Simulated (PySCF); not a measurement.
N₂O (SMILES N#[N+][O-]), singlet, at a GFN2-xTB geometry; PySCF with M062X/cc-pVTZ.

Here is a job for PySCF.
```python
from pyscf import gto, scf, dft

mol = gto.Mole()
mol.atom = '''
    N    -0.000000   -0.000000   -1.172245
    N    -0.000000   -0.000000   -0.066547
    O     0.000000    0.000000    1.083943
'''
mol.basis = 'cc-pvtz'
mol.charge = 0
mol.spin = 0
mol.verbose = 4
mol.build()

mf = dft.RKS(mol)
mf.xc = 'm062x'
mf.kernel()
```

It wrote (shortened):

```
PySCF version 2.14.0

[INPUT] verbose = 4
[INPUT] num. atoms = 3
[INPUT] num. electrons = 22
[INPUT] charge = 0
[INPUT] spin (= nelec alpha-beta = 2S) = 0
[INPUT] symmetry False subgroup None
[INPUT] Mole.unit = angstrom
[INPUT] Symbol           X                Y                Z      unit          X                Y                Z       unit  Magmom
[INPUT]  1 N      0.000000000000   0.000000000000  -1.172245000000 AA    0.000000000000   0.000000000000  -2.215222000891 Bohr   0.0
[INPUT]  2 N      0.000000000000   0.000000000000  -0.066547000000 AA    0.000000000000   0.000000000000  -0.125755604411 Bohr   0.0
[INPUT]  3 O      0.000000000000   0.000000000000   1.083943000000 AA    0.000000000000   0.000000000000   2.048355404639 Bohr   0.0

nuclear repulsion = 62.3431277897242
number of shells = 27
number of NR pGTOs = 126
number of NR cGTOs = 90
basis = cc-pvtz
ecp = {}

******** <class 'pyscf.dft.rks.RKS'> ********
method = RKS
initial guess = minao
damping factor = 0
level_shift factor = 0
DIIS = <class 'pyscf.scf.diis.CDIIS'>
diis_start_cycle = 1
diis_space = 8
diis_damp = 0
SCF conv_tol = 1e-09
SCF conv_tol_grad = None
SCF max_cycles = 50
direct_scf = True
direct_scf_tol = 1e-13
XC library pyscf.dft.libxc version 7.1.2
    S. Lehtola, C. Steigemann, M. J. T. Oliveira, and M. A. L. Marques,  SoftwareX 7, 1–5 (2018)
XC functionals = m062x
    Y. Zhao and D. G. Truhlar,  Theor. Chem. Acc. 120, 215 (2008)
    Y. Zhao and D. G. Truhlar,  Theor. Chem. Acc. 120, 215 (2008)
radial grids:
    Treutler-Ahlrichs [JCP 102, 346 (1995); DOI:10.1063/1.469408] (M4) radial grids

becke partition: Becke, JCP 88, 2547 (1988); DOI:10.1063/1.454033
pruning grids: <function nwchem_prune>
grids dens level: 3
symmetrized grids: False
atomic radii adjust function: <function treutler_atomic_radii_adjust>
small_rho_cutoff = 0
Set gradient conv threshold to 3.16228e-05
Initial guess from minao.
tot grids = 41888
init E= -185.424786886242
  HOMO = -0.349942863456383  LUMO = 0.0311048680095878  gap/eV = 10.36884
cycle= 1 E= -184.562879021706  delta_E= 0.862  |g|= 0.747  |ddm|=  1.7
  HOMO = -0.403670503037204  LUMO = -0.0144885155742778  gap/eV = 10.59018
cycle= 2 E= -184.479912695416  delta_E= 0.083  |g|= 1.07  |ddm|= 0.708
  HOMO = -0.425362871015243  LUMO = 0.0411963262346457  gap/eV = 12.69572
cycle= 3 E= -184.65997308379  delta_E= -0.18  |g|= 0.117  |ddm|= 0.415
  HOMO = -0.412306847841232  LUMO = 0.0499746093381169  gap/eV = 12.57932
cycle= 4 E= -184.660975612469  delta_E= -0.001  |g|= 0.0897  |ddm|= 0.0933
  HOMO = -0.411955449869882  LUMO = 0.0534782721947267  gap/eV = 12.66510
cycle= 5 E= -184.662469617581  delta_E= -0.00149  |g|= 0.0107  |ddm|= 0.0445
  HOMO = -0.413721364031587  LUMO = 0.0518943116998224  gap/eV = 12.67005
cycle= 6 E= -184.662491306188  delta_E= -2.17e-05  |g|= 0.00171  |ddm|= 0.00599
  HOMO = -0.413494076356779  LUMO = 0.0521728281790239  gap/eV = 12.67144
cycle= 7 E= -184.662491944243  delta_E= -6.38e-07  |g|= 0.000376  |ddm|= 0.00154
  HOMO = -0.413523573208628  LUMO = 0.0521145225075309  gap/eV = 12.67066
cycle= 8 E= -184.662491975794  delta_E= -3.16e-08  |g|= 9.24e-05  |ddm|= 0.000337
  HOMO = -0.413518825392435  LUMO = 0.0521174470506808  gap/eV = 12.67061
cycle= 9 E= -184.662491977553  delta_E= -1.76e-09  |g|= 7.66e-06  |ddm|= 7.11e-05
  HOMO = -0.413518998420575  LUMO = 0.0521181341244309  gap/eV = 12.67063
cycle= 10 E= -184.662491977573  delta_E= -1.97e-11  |g|= 1.44e-06  |ddm|= 9.04e-06
  HOMO = -0.413518919656085  LUMO = 0.0521180239241856  gap/eV = 12.67063
Extra cycle  E= -184.662491977573  delta_E=    0  |g|= 2.04e-06  |ddm|= 1.85e-06
converged SCF energy = -184.662491977573
```
